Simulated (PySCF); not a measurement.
## Does the structure fit the spectrum?

A compound C$_{3}$H$_{6}$O$_{4}$Si gives the data below (simulated from a calculation) and was assigned the structure `COC(=O)C(=O)O[SiH3]`.

$^{13}$C{$^{1}$H} NMR (computed): δ 181.0 (C), 176.8 (C), 23.8 (CH3).

$^{1}$H NMR (400 MHz, computed): δ 6.79 (br s, 1H), 5.10 (s, 2H), 2.25 (s, 3H).

All values are calculated (PySCF 2.14): NMR shieldings at PBE0/pcSseg-1/GIAO, GFN2-xTB geometry. One conformer, rapidly exchanging positions averaged, non-relativistic Hamiltonian, isolated molecule.

Referencing at the same level of theory: $^{1}$H (31.72 ppm) and $^{13}$C (186.93 ppm) vs TMS.

(1) Compare with the shifts computed for the proposed structure, pairing carbons in order of shift.

(2) Which isomer fits?

## Answers

(1) Mapped SMILES: `[CH3:1][O:2][C:3](=[O:4])[C:5](=[O:6])[O:7][SiH3:8]`. Each H is labelled by its parent atom.

```json
{"atom": "C3", "computed for proposal": "165.6", "given list": "181.0", "difference": "-15.4"}
{"atom": "C5", "computed for proposal": "164.8", "given list": "176.8", "difference": "-12.0"}
{"atom": "C1", "computed for proposal": "53.5", "given list": "23.8", "difference": "+29.7"}
```

The rms difference is 20.5 ppm and the largest +29.7 ppm at C1 (methyl carbon bonded to O). The proposal doesn't fit.

(2) `CC(=O)O[SiH2]C(=O)O`.

1. Carbon types of the structure: 2 × C, 1 × CH3, leaving 3 H on heteroatoms.
2. δC 181.0, 176.8: carbonyl carbon.
3. δC 23.8: methyl carbon α to a carbonyl; α to the electron-withdrawing carbonyl group.
4. δH 6.79: hydrogen on an acid hydroxyl oxygen; exchangeable, gas-phase position.
5. δH 2.25: hydrogen on a methyl carbon α to a carbonyl; α to C=O.

Other isomers checked: C=C(O[SiH2]O)C(=O)O (rms 54.4 ppm).

This is the structure that produced the data.

Exchangeable OH/NH protons stand at their gas-phase positions; hydrogen bonding in a real sample shifts them, mostly to higher δ. Shifts are as computed. Against solution values, carbons near 30 ppm lie about +3 ppm off and those near 130 ppm about +5 ppm. Of 1211 compounds with measured shifts, 218 miss one by over three times the rms of a fit or turn the order of signals round; such compounds aren't used in these exercises. The C=O carbon of an acid or of an amide with N–H lies up to 10 ppm further downfield in solution, through hydrogen bonding that the calculation lacks. Multiplicities follow the n + 1 count of equivalent neighbours, as no J values were calculated; m marks all less simple cases, F and P coupling included.
